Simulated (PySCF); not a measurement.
H4F2OSi2, SMILES O[Si](F)(F)[SiH3], PBE0/def2-SVP optimised geometry.

```
9

O     -1.09     0.47     0.00
Si    -0.53    -1.07     0.00
F      1.09    -1.07     0.00
F     -0.93    -1.80    -1.39
Si    -1.37    -2.22     1.84
H     -0.82     1.07    -0.70
H     -2.86    -2.26     1.76
H     -0.83    -3.61     1.83
H     -0.95    -1.52     3.09
```

Density from PBE0/def2-TZVP (PySCF 2.14.0) at that geometry.

Minimum of the electron density along straight lines between bonded atoms, close to the bond critical point (lines longer than 1.1 times the sum of covalent radii, or with two minima, are not listed):

```tsv
bond	length / Å	ρ at the minimum / e bohr⁻³	∇²ρ there / e bohr⁻⁵	position (fraction from the first atom)
O1–Si2	1.638	0.143	0.85	0.59
Si2–F3	1.618	0.133	0.90	0.42
Si2–F4	1.619	0.133	0.90	0.42
Si2–Si5	2.324	0.098	-0.12	0.64
O1–H6	0.963	0.351	-2.41	0.81
Si5–H7	1.492	0.119	0.15	0.49
Si5–H8	1.493	0.118	0.15	0.49
Si5–H9	1.492	0.119	0.15	0.49
```
